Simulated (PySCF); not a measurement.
## ZnSi⁺ at TPSS

Computed with TPSS; PySCF, no relativity, basis sets Zn def2-SVPD, Si def2-SVPD.

| Item | Value |
| --- | --- |
| state | ²Π (doublet), unpaired electrons π ↑ |
| bond length | 2.502 Å |
| harmonic wavenumber | 247 cm⁻¹ |
| force constant | 0.699 mdyn/Å |
| rotational constant Be | 0.1384 cm⁻¹ |
| anharmonicity ωexe | 1.20 cm⁻¹ |
| vibration–rotation constant αe | 0.00101 cm⁻¹ |
| well depth De to Zn + Si⁺ | 2.32 eV |
| dissociation energy D0 | 2.30 eV |
| bond order (Mayer) | 1.05 |
| dipole moment (positive dipole points towards Si; it is taken about the centre of mass and depends on that origin) | 0.61 D |

For an ion De counts to the pair picked by the measured ionisation energies or electron affinities, which need not be the lowest pair at this level. The state was picked by a PBE0 search and need not be the measured ground state.
